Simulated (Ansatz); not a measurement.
`C[O][SnH]([Cl])[Cl]` + H₂O → `C[O][SnH]([OH])[Cl]` + HCl  (formal hydrolysis of the Sn–Cl bond)

Gas-phase electronic energies from Ansatz, PBE0-D4/def2-TZVP geometries. CBS: MP2 limit from def2 TZ/QZ plus the TZ coupled-cluster correction, frozen cores. This one scheme is used for every species. Functionals use def2-TZVPP. B3LYP here is the variant with VWN-RPA as its local correlation; programs differ in this. def2 core potentials past Kr. For Sn outer-core shells are correlated without core-valence functions, which leaves a few kJ/mol of doubt a bond. Each species was taken in one conformer, which may not be the lowest.

`C[O][SnH]([Cl])[Cl]`:

```xyz
9

C    -0.483    0.034   -1.410
O    -0.690   -0.699   -0.218
Sn    0.280   -0.260    1.398
Cl    2.538   -0.392    0.919
Cl   -0.141    1.959    1.891
H     0.553   -0.035   -1.759
H    -1.133   -0.396   -2.175
H    -0.744    1.092   -1.290
H    -0.180   -1.301    2.645
```

H₂O:

Cartesian coordinates in Å:
```
O -0.312 -0.184 -0.143
H 0.245 0.455 -0.592
H 0.067 -0.272 0.734
```

`C[O][SnH]([OH])[Cl]`:

Z-matrix (Å, degrees):
```
C
O 1 1.411
H 1 1.093 2 107.7
H 1 1.097 2 112.0 3 118.6
H 1 1.096 2 112.4 3 -119.1
Sn 2 1.945 1 122.2 3 170.4
Cl 6 2.325 2 105.6 1 -40.8
O 6 1.938 2 104.5 1 -157.1
H 6 1.692 2 116.4 1 82.3
H 8 0.961 6 112.7 2 41.2
```

HCl:

Z-matrix (Å, degrees):
```
Cl
H 1 1.279
```

(1) Is it downhill or uphill in electronic energy at CCSD(T)/CBS, and by how much? (Estimate.)

(2) What do these levels give: PBE-D4, B3LYP-D4, ωB97X-V, r2SCAN, HF/def2-QZVPP, CCSD/CBS(def2)? (Best estimate.)

Largest T1 diagnostic among the species: 0.013.

## Answers

(1) The calculation gave: Uphill: ΔE = +68.5 kJ/mol.

(2) The calculation gave: PBE-D4 67.7, B3LYP-D4 68.5, ωB97X-V 65.8, r2SCAN 67.1, HF/def2-QZVPP 72.7, CCSD/CBS(def2) 69.3 kJ/mol.

The D4 term adds +3.3 kJ/mol with B3LYP and +1.9 kJ/mol with PBE0; it sums over pairs of atoms, weighted by their polarisabilities, and B3LYP, whose exchange is more repulsive, gets the larger term. In def2-TZVPP, CCSD(T) changes the Hartree–Fock value by −9.4 kJ/mol (the triples alone add −0.8 kJ/mol) and MP2 by −6.0 kJ/mol.
